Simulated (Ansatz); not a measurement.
Geometry optimisation, Ansatz, RKS PBE0/def2-TZVP.

Input:

```yaml
crystal:
  periodic: [false, false, false]
  atoms:
    - { symbol: Ge, position_ang: [0.0, 0.0, 0.0] }
    - { symbol: H, position_ang: [0.0, 0.0, 1.9] }
    - { symbol: H, position_ang: [1.4616, 0.0, -0.5162] }
    - { symbol: H, position_ang: [-0.73, 1.2648, -0.5162] }
    - { symbol: H, position_ang: [-0.73, -1.2648, -0.5162] }
    - { symbol: Cl, position_ang: [-2.3914, 0.0, 0.7946] }
    - { symbol: H, position_ang: [-0.9803, 0.0, 1.9424] }
basis:
  gaussian: { orbitals: def2-TZVP }
hamiltonian:
  xc: pbe0
relax:
  f_tol: 0.15
  max_steps: 25
  restrain:
    - { distance: [0, 5], at: 2.22, k: 30.0 }
    - { distance: [6, 1], at: 0.66, k: 30.0 }
    - { distance: [0, 1], at: 2.75, k: 30.0 }
    - { distance: [6, 5], at: 2.57, k: 30.0 }
```

Run as:

```bash
$ ansatz run input.yaml --threads 4 --pin off --max-ram 5120MiB --backend cpu --events-out ev --progress --plain --runs-dir out
```

**Question.** Where does it end, and by what steps?

**Answer.** It converged. The restraints hold the end off the free minimum; the threshold counts their pulls, which the force column leaves out. Restrained pairs: Ge1–Cl6 (2.52 → 2.20 Å), H2–H7 (0.98 → 0.71 Å), Ge1–H2 (1.90 → 2.77 Å), Cl6–H7 (1.82 → 2.58 Å). After 8 steps the energy has fallen by 3.011 eV (the restraints' own energy left out); H3 moved furthest, 1.20 Å.

```tsv
step	energy less start (eV)	largest force component (eV/Å)	accepted
0	0.0000	2.128	yes
1	-0.1911	1.309	yes
2	-0.3544	3.648	yes
3	-1.1927	3.679	yes
4	-1.9057	2.425	yes
5	-2.4706	1.026	yes
6	-2.8126	0.774	yes
7	-2.9813	1.307	yes
8	-3.0109	1.356	yes
```

```xyz
7
Properties=species:S:1:pos:R:3
Ge -0.502 0.000 -0.441
H 0.204 0.000 2.232
H 0.742 0.000 0.443
H -0.565 1.268 -1.297
H -0.565 -1.268 -1.297
Cl -2.284 0.000 0.844
H -0.401 0.000 2.604
```

Run time: 8.6 s on 4 threads of Arm Neoverse V2, with other jobs on the host, peak memory 0.22 GiB.
